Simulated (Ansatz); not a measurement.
Molecule: TiF$_{3}$ (charge +1, singlet). SMILES: [Ti+]([F])([F])[F]
Geometry: optimised at B3LYP-D3(BJ)/def2-TZVP (Ansatz, a program for electronic structure).

Wanted: vertical electron affinity (to the doublet state of charge +0; a negative value means that the extra electron is unbound and the number depends on the basis; each state is the SCF solution reached for its spin; the molecule has degenerate orbitals, so one determinant may break the symmetry; for the singlet T1 is 0.028), in eV. Valence correlation only, unless marked. UHF or UKS for open shells. Spin-orbit coupling is left out. Frozen are the shells of the preceding noble gas and the d and f shells that filled before the atom's block. Non-relativistic. 

| level | program | vertical electron affinity (eV) |
|---|---|---|
| HF/def2-TZVPPD | Ansatz | 9.73 |
| PBE/def2-TZVPD | Ansatz | 8.40 |
| r2SCAN/def2-TZVPD | Ansatz | 8.64 |
| B3LYP/def2-TZVPD | Ansatz | 9.02 |
| PBE0/def2-TZVPD | Ansatz | 8.96 |
| BHLYP/def2-TZVPD | Ansatz | 9.56 |
| wB97M-V/def2-TZVPD | Ansatz | 9.01 |
| wB97X-V/def2-TZVPD | Ansatz | 8.99 |
| wB97X/def2-TZVPD | Ansatz | 8.94 |
| B2PLYP/def2-TZVPD | Ansatz | 8.70 |
| MP2/def2-SVPD | Ansatz | 8.62 |
| RI-MP2/def2-TZVPPD | Ansatz | 8.53 |
| SCS-MP2/def2-SVPD | Ansatz | 8.76 |
| CCSD(T)/def2-SVPD | Ansatz | 8.92 |
